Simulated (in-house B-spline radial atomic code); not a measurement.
Ionisation energies with and without relativity, with size and susceptibility from the Dirac run. Dirac energy differences include first-order Breit, QED and recoil terms. NIST's values go from ground level to ground level; the uncertainty of those that are theory runs from under 0.1 % in few-electron ions to several per cent in heavy many-electron ones. Computed with a B-spline radial code for spherical atoms: non-relativistic Hartree-Fock and Dirac-Hartree-Fock, averages of the configuration (point nuclei without relativity, finite nuclei with it).

```csv
ion,configuration,configuration after,ionisation non-relativistic (eV),ionisation Dirac Breit and QED (eV),tabulated value (eV),radius at density 0.001 (bohr),diamagnetic susceptibility (10⁻⁶ cm³/mol)
Sc5+,[Ne] 3s2 3p4,[Ne] 3s2 3p3,112.02,112.08,110.68,2.458,-6.7285
Ti5+,[Ne] 3s2 3p5,[Ne] 3s2 3p4,119.54,119.62,119.533,2.399,-6.921
V5+,[Ne] 3s2 3p6,[Ne] 3s2 3p5,?,?,?,?,?
Cr5+,[Ar] 3d1,[Ne] 3s2 3p6,89.87,89.53,90.6349,2.336,-7.2041
Mn5+,[Ar] 3d2,[Ar] 3d1,?,?,?,?,?
Fe5+,[Ar] 3d3,[Ar] 3d2,96.91,96.49,98.985,2.304,-7.3764
Co5+,[Ar] 3d4,[Ar] 3d3,100.34,99.88,102,2.282,-7.4074
Ni5+,[Ar] 3d5,[Ar] 3d4,103.73,103.22,108,2.259,-7.4128
Cu5+,[Ar] 3d6,[Ar] 3d5,107.07,106.52,103,2.234,-7.3985
```

Question: Fill in the row of V5+.

Answer: ionisation non-relativistic (eV): 127.19; ionisation Dirac Breit and QED (eV): 127.29; tabulated value (eV): 128.125; radius at density 0.001 (bohr): 2.34; diamagnetic susceptibility (10⁻⁶ cm³/mol): -7.0382.

Question: Fill in the row of Mn5+.

Answer: ionisation non-relativistic (eV): 93.42; ionisation Dirac Breit and QED (eV): 93.04; tabulated value (eV): 95.604; radius at density 0.001 (bohr): 2.323; diamagnetic susceptibility (10⁻⁶ cm³/mol): -7.3121.
